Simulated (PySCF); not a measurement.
PySCF input for C2H5ClGeO, SMILES [Cl][GeH]1[CH2]O[CH2]1, HF/pcSseg-1. Geometry: B3LYP-D3(BJ)/def2-SVP. The structure was generated by enumeration, and PubChem lists no compound with its InChIKey, so it may never have been made.

```python
import numpy as np
from pyscf import gto, scf, dft
from pyscf.prop.nmr import rhf as nmr

mol = gto.M(
    atom='''
    Cl   -2.06324059   -0.47624424   -0.00000001
    Ge   -0.10247387    0.48658052    0.00000001
    C     1.31438113   -0.32645567    1.14695350
    O     2.16444698   -0.43575872   -0.00000001
    C     1.31438112   -0.32645565   -1.14695350
    H    -0.35726465    2.00921109    0.00000002
    H     1.79446282    0.26984394    1.93846730
    H     1.01722168   -1.30989298    1.55601648
    H     1.01722168   -1.30989294   -1.55601651
    H     1.79446281    0.26984398   -1.93846729
    ''',
    basis='pcSseg-1',
    charge=0,
    spin=0,
    max_memory=1600,
    verbose=3,
)
mf = scf.RHF(mol)
mf.conv_tol = 1e-10
mf.max_cycle = 100
mf.kernel()
n = nmr.NMR(mf)
n.verbose = 2
n.max_cycle_cphf = 60
sigma = n.kernel()
print('atom   isotropic/ppm   span/ppm')
for i, s in enumerate(sigma):
    w = np.linalg.eigvalsh((s + s.T) / 2)
    print(f'{mol.atom_symbol(i):2s}{i + 1:3d} {w.mean():14.3f} {w[2] - w[0]:11.3f}')
```

It prints:

```
converged SCF energy = -2688.06109490494
atom   isotropic/ppm   span/ppm
Cl  1       1010.562     112.541
Ge  2       1443.874      38.425
C   3        116.185     123.679
O   4        322.267     158.474
C   5        116.185     123.679
H   6         25.768      17.940
H   7         27.223      10.431
H   8         27.052       9.198
H   9         27.052       9.198
H  10         27.223      10.431
```

The calculation finished and met its thresholds.

Cost: about 50 core-seconds (a rough figure).
